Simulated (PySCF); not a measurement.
**State search for InCl⁺**

Unrestricted PBE0; PySCF, scalar-relativistic core potentials, basis sets In cc-pVTZ-PP with ECP28, Cl cc-pV(T+d)Z. Outer shells of the fragments: In+ 4d10 5s2; Cl 3s2 3p5.

Followed along the bond (rough minima from three points):

| 2Ms+1 | unpaired | ⟨S²⟩ at the start | R at minimum (Å) | Te (eV) |
| --- | --- | --- | --- | --- |
| 2 | σ ↑ | 0.76 | 2.32 | 0.00 |
| 2 | π ↑ | 0.75 | 3.17 | 0.50 |
| 4 | σ ↑, π ↑↑ | 3.76 | 2.66 | 5.09 |

Solutions found at the starting distance of 2.460 Å, counted from the lowest of them; the search is not exhaustive and high or unbound solutions are not listed, so other states can lie among these:

```csv
2Ms+1,unpaired,term,E (eV),⟨S²⟩,⟨Lz²⟩,μ (D)
2,σ ↑,²Σ⁺,0.00,0.76,0.00,-3.09
2,π ↑,²Π,1.03,0.75,1.01,1.12
2,π ↑,²Π,4.95,0.90,1.00,-2.23
4,"σ ↑, π ↑↑",mixed,5.08,3.76,2.01,1.48
4,"σ ↑, π ↑↑",mixed,5.21,3.76,2.01,1.55
4,"σ ↑↑, π ↑",⁴Π,6.71,3.76,1.00,0.23
4,"σ ↑↑, π ↑",⁴Π,6.82,3.75,1.01,2.11
4,σ ↑↑↑,⁴Σ⁺,8.43,3.76,0.00,0.61
```

A term symbol is given only where ⟨S²⟩ and ⟨Lz²⟩ are close to those of a pure state; real π, δ and φ orbitals otherwise mix terms. A positive dipole points towards Cl; it is taken about the centre of mass and depends on that origin.

Q: Compare the gap between the two lowest followed solutions at the starting distance with the gap between their minima.

A: At PBE0 the second solution (doublet, unpaired electrons π ↑) lies +1.03 eV from the first (doublet, unpaired electrons σ ↑) at 2.460 Å and +0.50 eV at the minima; the two curves relax by different amounts, since their minima lie near 3.17 and 2.32 Å.

Spin–orbit coupling is left out. Counting both spins, an empty level lies below a filled one in some of these solutions, because spin and occupation are held.
